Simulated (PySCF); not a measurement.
Electron correlation in Lu⁶¹⁺ (lutetium, charge +61)

Starting occupation: [Ne]. Calculation: PySCF 2.14, in an even-tempered Gaussian basis (17 s from 11 bohr⁻², ratio 2.6; 13 p from 14 bohr⁻², ratio 2.6; 6 d from 14 bohr⁻², ratio 2.8; 3 f from 300 bohr⁻², ratio 2.8); X2C-1e with screened-nucleus spin-orbit coupling, Gaussian nucleus. Frozen: 1s2; 8 electrons correlated; the 48 highest virtual spinors left out.

MP2 pair energies summed by pair of shells (mhartree):

| pair | energy | share (%) |
| --- | --- | --- |
| 2p1/2-2p3/2 | -106.48 | 33.1 |
| 2p3/2-2p3/2 | -99.55 | 30.9 |
| 2p3/2-2s1/2 | -50.52 | 15.7 |
| 2p1/2-2s1/2 | -27.13 | 8.4 |
| 2p1/2-2p1/2 | -24.82 | 7.7 |
| 2s1/2-2s1/2 | -13.40 | 4.2 |

Total MP2 correlation energy: -321.91 mhartree.

The virtual space was cut to 52 spinors, which keep -266.68 of the -321.91 mhartree of MP2 correlation.

| level | correlation energy (mhartree) |
| --- | --- |
| CCSD | -267.62 |
| (T) | -0.02 |
| CCSD(T) | -267.64 |

Diagnostics: T1 = 1.9e-05, largest double amplitude 0.002.

Task: Is a single reference adequate?

Result: Yes: T1 lies below 0.03 and no double amplitude reaches 0.07.

The coupled-cluster values are those of the cut space; adding the MP2 remainder, -55.23 mhartree, estimates the full space.

At this charge the one-electron X2C treatment keeps the bare 1/r₁₂, with no two-electron picture change or Breit term. The effect here is smaller than on the frozen 1s shell.
